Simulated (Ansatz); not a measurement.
Consider the redistribution: `C[S][Sn][OH]` + `[CH3][AlH][GeH3]` → `[CH3][Sn][OH]` + `C[S][AlH][GeH3]`.

Isolated molecules relaxed with PBE0-D4/def2-TZVP in Ansatz; ΔE leaves out vibrations. CBS: MP2 limit from def2 TZ/QZ plus the TZ coupled-cluster correction, frozen cores. DFT in def2-TZVPP. B3LYP here is the variant with VWN-RPA as its local correlation; programs differ in this. Elements past krypton have def2 core potentials. For Ge, Sn outer-core shells are correlated without core-valence functions, which leaves a few kJ/mol of doubt a bond. Scalar relativity is left out up to krypton. One conformer a species, not always the lowest.

```csv
level,ΔE (kcal/mol),difference from CCSD(T)/CBS
ωB97X-V,1.8,0.0
PBE,3.5,1.7
r2SCAN,3.3,1.5
B3LYP,3.6,1.8
SCS-MP2/def2-TZVPP,1.1,-0.7
CCSD/def2-TZVPP,0.6,-1.2
CCSD(T)/def2-TZVPP,0.8,-1.0
MP2/def2-QZVPP,1.9,0.1
SCS-MP2/def2-QZVPP,1.7,-0.1
MP2/CBS(def2),2.3,0.5
CCSD(T)/CBS,1.8,0
```

Largest T1 diagnostic among the species: 0.016.

From PBE to PBE0 (25 % exact exchange), in def2-TZVPP and without D4, ΔE moves by −0.8 kcal/mol.
